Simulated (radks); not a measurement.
All-electron atom: the osmium ion Os3+ in [Xe] 4f14 5d3 6p2 (not the ground configuration).

Method: Dirac Kohn-Sham, PBE, spin-unpolarised, spherical densities, finite nucleus; open shells fill j = l - 1/2 first; Fermi nuclear charge, rms radius 5.4126 fm; computed with a radial shooting solver on a logarithmic mesh with Libxc functionals.

Energy parts (eV):
part                       energy
total                  -470095.36
kinetic                 533361.57
electron-nucleus      -1174786.87
Hartree                 180565.60
exchange-correlation     -9235.67

Orbitals (lengths in bohr, moments of r in powers of bohr; <r^-3> diverges for s and p1/2):
orbital,occ.,eigenvalue (eV),<r^-3>,small-component weight
1s1/2,2,-73775.86,-,8.26e-02
2s1/2,2,-12873.91,-,1.88e-02
2p1/2,2,-12330.20,-,1.89e-02
2p3/2,4,-10799.08,17910,1.69e-02
3s1/2,2,-3026.867,-,6.22e-03
3p1/2,2,-2783.023,-,6.17e-03
3p3/2,4,-2449.113,4098,5.61e-03
3d3/2,4,-2039.707,711.5,5.50e-03
3d5/2,6,-1967.371,599.2,5.34e-03
4s1/2,2,-670.6748,-,2.07e-03
4p1/2,2,-568.2220,-,1.98e-03
4p3/2,4,-489.7948,963.8,1.77e-03
4d3/2,4,-321.4679,148.0,1.57e-03
4d5/2,6,-306.9390,122.0,1.51e-03
4f5/2,6,-93.8659,23.67,1.13e-03
4f7/2,8,-91.0525,22.53,1.10e-03
5s1/2,2,-131.0711,-,4.96e-04
5p1/2,2,-99.0293,-,4.22e-04
5p3/2,4,-86.2647,155.3,3.65e-04
5d3/2,3,-42.6610,14.98,2.20e-04
5d5/2,0,-41.2201,12.20,2.10e-04
6p1/2,2,-26.6871,-,8.04e-05
6p3/2,0,-24.6723,25.08,7.22e-05

The highest occupied level is 6p1/2 at -26.687 eV. The configuration is held as typed, so some empty levels lie below it. The density falls to 0.001 e/bohr^3 at r = 4.13 bohr. The electron density at the nucleus is 1.675e+06 e/bohr^3.
